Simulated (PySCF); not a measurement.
Record of a relaxation.

Compound: 4-isopropyl styrene, C₁₁H₁₄.
Numbering: `[CH2:1]=[CH:2][c:3]1[cH:4][cH:5][c:6]([CH:7]([CH3:8])[CH3:9])[cH:10][cH:11]1` (hydrogens: H12, H13 on C1; H14 on C2; H15 on C4; H16 on C5; H17 on C7; H18, H19, H20 on C8; H21, H22, H23 on C9; H24 on C10; H25 on C11)

Computed by this run: PBE0-D3(BJ)/def2-SVP geometry optimisation, gas phase in PySCF; density fitting, grid level 2; the optimiser is geomeTRIC in internal coordinates, started from a GFN2-xTB structure. 4 of its 5 geometries are shown. The frame can shift and turn from step to step; on so coarse a grid that alone can change the energy by a few meV, and forces under 0.02 eV/Å are noise.

Step 0: E = -11613.5019 eV, largest atomic force 0.643 eV/Å
```
atom  x, y, z in Å  |  force x, y, z in eV/Å
C1      4.314   -0.776    0.385    0.180  -0.047   0.022
C2      3.503   -0.218   -0.506   -0.258   0.064  -0.048
C3      2.061   -0.044   -0.389    0.075   0.041  -0.113
C4      1.318   -0.523    0.690   -0.028   0.024  -0.037
C5     -0.044   -0.318    0.762    0.077  -0.022   0.028
C6     -0.721    0.374   -0.237   -0.423   0.223  -0.236
C7     -2.209    0.609   -0.163   -0.035  -0.306   0.483
C8     -2.969   -0.718   -0.230    0.223   0.558  -0.161
C9     -2.581    1.386    1.102    0.115  -0.134  -0.602
C10     0.014    0.843   -1.318   -0.060  -0.006   0.030
C11     1.377    0.638   -1.395    0.112  -0.075   0.090
H12     3.965   -1.176    1.321   -0.258  -0.219   0.547
H13     5.373   -0.851    0.208    0.575  -0.026  -0.150
H14     3.926    0.169   -1.426    0.227   0.148  -0.366
H15     1.810   -1.066    1.483    0.223  -0.237   0.352
H16    -0.587   -0.702    1.613   -0.241  -0.169   0.378
H17    -2.501    1.212   -1.031   -0.003   0.123  -0.192
H18    -2.721   -1.249   -1.147    0.055  -0.277  -0.333
H19    -4.042   -0.540   -0.211   -0.473   0.008   0.020
H20    -2.710   -1.353    0.613    0.085  -0.305   0.361
H21    -2.003    2.305    1.165    0.190   0.376   0.097
H22    -2.385    0.794    1.992    0.077  -0.223   0.421
H23    -3.639    1.642    1.088   -0.449   0.108   0.068
H24    -0.489    1.379   -2.111   -0.229   0.225  -0.317
H25     1.927    1.015   -2.247    0.243   0.150  -0.340
```

Step 1: E = -11613.5746 eV, largest atomic force 0.124 eV/Å
```
atom  x, y, z in Å  |  force x, y, z in eV/Å
C1      4.340   -0.848    0.575    0.032  -0.041   0.075
C2      3.520   -0.275   -0.313    0.031   0.038  -0.083
C3      2.070   -0.089   -0.196   -0.022  -0.006   0.025
C4      1.318   -0.567    0.890    0.057  -0.037   0.048
C5     -0.050   -0.358    0.961   -0.070  -0.015   0.047
C6     -0.738    0.338   -0.045    0.032  -0.025   0.036
C7     -2.230    0.565    0.038   -0.019   0.069  -0.101
C8     -3.002   -0.749   -0.047   -0.024  -0.081   0.013
C9     -2.615    1.357    1.285   -0.010   0.026   0.079
C10     0.008    0.809   -1.127   -0.049   0.043  -0.060
C11     1.382    0.599   -1.203    0.046   0.030  -0.068
H12     3.983   -1.255    1.526    0.016   0.011  -0.032
H13     5.413   -0.928    0.380   -0.029   0.002  -0.004
H14     3.956    0.117   -1.240   -0.016  -0.013   0.030
H15     1.816   -1.115    1.694   -0.020   0.017  -0.025
H16    -0.601   -0.746    1.823    0.023   0.011  -0.024
H17    -2.507    1.174   -0.843    0.010  -0.030   0.044
H18    -2.758   -1.299   -0.969    0.000   0.012   0.017
H19    -4.090   -0.571   -0.030    0.026   0.004  -0.001
H20    -2.759   -1.406    0.806   -0.018   0.017  -0.030
H21    -2.054    2.302    1.350   -0.013  -0.016  -0.007
H22    -2.407    0.781    2.203   -0.006   0.030  -0.028
H23    -3.691    1.596    1.283    0.023  -0.016  -0.002
H24    -0.500    1.354   -1.929    0.016  -0.015   0.023
H25     1.940    0.982   -2.063   -0.018  -0.012   0.027
```

Step 3: E = -11613.5754 eV, largest atomic force 0.037 eV/Å
```
atom  x, y, z in Å  |  force x, y, z in eV/Å
C1      4.342   -0.863    0.566   -0.037   0.001   0.001
C2      3.520   -0.277   -0.313    0.013   0.006  -0.015
C3      2.071   -0.084   -0.191    0.007  -0.008   0.013
C4      1.320   -0.561    0.897   -0.009   0.013  -0.017
C5     -0.049   -0.350    0.968    0.005  -0.001  -0.009
C6     -0.736    0.345   -0.039   -0.008  -0.001   0.004
C7     -2.231    0.566    0.037    0.004  -0.009   0.014
C8     -2.995   -0.756   -0.045    0.000   0.010  -0.002
C9     -2.625    1.362    1.281    0.002  -0.004  -0.009
C10     0.009    0.818   -1.122    0.017  -0.013   0.021
C11     1.383    0.608   -1.197   -0.004  -0.003   0.000
H12     3.987   -1.275    1.514    0.007  -0.007   0.012
H13     5.412   -0.949    0.363   -0.001   0.002  -0.003
H14     3.954    0.116   -1.240    0.004   0.007  -0.009
H15     1.816   -1.111    1.700    0.004  -0.002   0.006
H16    -0.600   -0.738    1.830   -0.005  -0.001   0.005
H17    -2.509    1.167   -0.845    0.000   0.006  -0.008
H18    -2.742   -1.307   -0.963    0.002  -0.002  -0.003
H19    -4.082   -0.582   -0.037   -0.005   0.001  -0.003
H20    -2.756   -1.408    0.811    0.001  -0.001   0.006
H21    -2.076    2.313    1.338   -0.002   0.006  -0.003
H22    -2.411    0.797    2.203    0.007  -0.003   0.004
H23    -3.703    1.587    1.275   -0.005  -0.002   0.002
H24    -0.499    1.363   -1.924   -0.002   0.002  -0.003
H25     1.941    0.989   -2.057    0.005   0.002  -0.005
```

Step 4: E = -11613.5756 eV, largest atomic force 0.022 eV/Å
```
atom  x, y, z in Å  |  force x, y, z in eV/Å
C1      4.337   -0.868    0.565   -0.011   0.005  -0.011
C2      3.521   -0.276   -0.315    0.001  -0.005   0.012
C3      2.071   -0.082   -0.192    0.008   0.001  -0.010
C4      1.321   -0.559    0.896   -0.012   0.005   0.000
C5     -0.049   -0.349    0.969    0.021  -0.001  -0.007
C6     -0.735    0.346   -0.039   -0.015   0.002  -0.007
C7     -2.230    0.565    0.037    0.003  -0.013   0.017
C8     -2.992   -0.758   -0.043    0.000   0.015  -0.006
C9     -2.626    1.362    1.280    0.002  -0.001  -0.014
C10     0.010    0.820   -1.121    0.009  -0.001   0.004
C11     1.384    0.610   -1.198   -0.014  -0.007   0.013
H12     3.977   -1.282    1.511    0.010  -0.006   0.008
H13     5.407   -0.956    0.365    0.001  -0.001   0.002
H14     3.957    0.120   -1.239    0.002   0.005  -0.004
H15     1.818   -1.108    1.699    0.002  -0.002   0.005
H16    -0.599   -0.737    1.830   -0.003  -0.002   0.004
H17    -2.509    1.164   -0.846    0.001   0.008  -0.010
H18    -2.737   -1.310   -0.959    0.000  -0.005  -0.001
H19    -4.080   -0.585   -0.037   -0.003  -0.002  -0.002
H20    -2.754   -1.407    0.815    0.001  -0.003   0.006
H21    -2.081    2.317    1.331   -0.003   0.006   0.001
H22    -2.407    0.802    2.202    0.006  -0.002   0.005
H23    -3.705    1.582    1.275   -0.004  -0.001   0.004
H24    -0.499    1.365   -1.922   -0.003   0.003  -0.005
H25     1.942    0.993   -2.057    0.002   0.002  -0.004
```

**Question.** Summarise the path.

**Answer.** The energy falls by 7.11 kJ/mol from step 0 to step 4; nine tenths of that is first reached at step 1. It falls at every step. The largest force goes from 0.643 to 0.022 eV/Å. Among the bonds C1–H12 changes most, from 1.076 to 1.093 Å; the atoms move by 0.041 Å rms after alignment.

**Question.** Follow the three bonds and two angles with the largest change from start to end.

**Answer.** 
```csv
step,E above end (kJ/mol),largest force (eV/Å),C1–H12 (Å),C1–H13 (Å),C9–H22 (Å),C6–C7–H17 (°),H12–C1–H13 (°)
0,7.11,0.643,1.076,1.077,1.087,108.0,115.9
1,0.09,0.124,1.095,1.093,1.103,106.6,116.6
2,0.02,0.022,1.094,1.092,1.102,106.7,116.5
3,0.01,0.037,1.093,1.092,1.102,106.7,116.7
4,0.00,0.022,1.093,1.092,1.102,106.7,116.8
```

The cost below is that of the whole optimisation. Time: 3.1 min; peak memory 1.1 GiB. Hardware: an Arm Neoverse V1 with one thread, no GPU, shared host with 32 logical CPUs at a one-minute load of 16.
